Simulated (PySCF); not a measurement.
CH4Cl2OSi2, SMILES Cl[Si]1(Cl)CO[SiH2]1.

Geometry: PBE0-D3(BJ)/def2-SVP. The structure was generated by enumeration, and PubChem lists no compound with its InChIKey, so it may never have been made.

Method: TDA-ωB97X/def2-SVPD (PySCF).

Vertical excitations. Isolated molecule, no solvent. State labels are in the subgroup Cs.

Task: Estimate the UV-visible absorptions. (An estimate is asked for; the answer gives what the named calculation found.)

Result: 
```tsv
state	symmetry	energy (eV)	λ (nm)	f	main pairs
S1	A'	6.29	197	0.037	HOMO→LUMO 88 %
S2	A"	6.29	197	0.026	HOMO→LUMO+1 91 %
S3	A"	6.68	186	0.000	HOMO−1→LUMO 88 %
S4	A'	6.91	179	0.173	HOMO→LUMO+2 72 %
S5	A"	7.13	174	0.049	HOMO−2→LUMO+1 88 %
S6	A'	7.15	173	0.092	HOMO−2→LUMO 66 %, HOMO−1→LUMO+1 15 %
S7	A'	7.31	170	0.024	HOMO−1→LUMO+1 70 %, HOMO−2→LUMO 17 %
S8	A'	7.70	161	0.011	HOMO−2→LUMO+2 62 %, HOMO−2→LUMO+3 11 %
S9	A"	7.81	159	0.003	HOMO−1→LUMO+2 69 %, HOMO−1→LUMO+3 21 %
S10	A'	7.90	157	0.125	HOMO→LUMO+3 45 %, HOMO→LUMO+4 14 %, HOMO−2→LUMO+2 11 %, HOMO→LUMO+5 7 %
T1	A"	5.39	230	0	HOMO→LUMO+1 91 %
T2	A'	5.72	217	0	HOMO→LUMO 74 %, HOMO→LUMO+2 14 %
T3	A'	5.92	209	0	HOMO→LUMO+2 65 %, HOMO→LUMO 15 %
T4	A"	6.35	195	0	HOMO−1→LUMO 86 %
```
Triplets are in the Tamm–Dancoff approximation.
